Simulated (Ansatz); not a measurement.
C2H9B2N, SMILES `BN(C)BC`. Total charge 0; spin multiplicity 1.

Z-matrix (Å, degrees):
```
C
N 1 1.461
H 1 1.092 2 111.1
H 1 1.092 2 111.1 3 120.1
H 1 1.089 2 109.8 3 -119.9
B 2 1.433 1 120.0 3 -61.0
B 2 1.414 1 119.8 3 119.0
C 6 1.562 2 124.1 1 -0.3
H 6 1.197 2 116.2 1 -179.7
H 7 1.199 2 119.3 1 0.1
H 7 1.193 2 119.2 1 -179.9
H 8 1.091 6 116.5 2 5.4
H 8 1.097 6 108.6 2 -116.7
H 8 1.095 6 109.8 2 129.3
```

(1) Give the diagnostics of a CCSD(T)/def2-TZVPP run (frozen core, Ansatz). (An estimate is asked.)

## Answers

(1) Computed: T1 = 0.0111, largest single amplitude 0.023, largest double 0.023, (T) share of the correlation energy 3.7 %, 9 CCSD cycles. The RHF solution is stable towards an unrestricted one. T1 lies under the customary mark of 0.02 for closed shells.
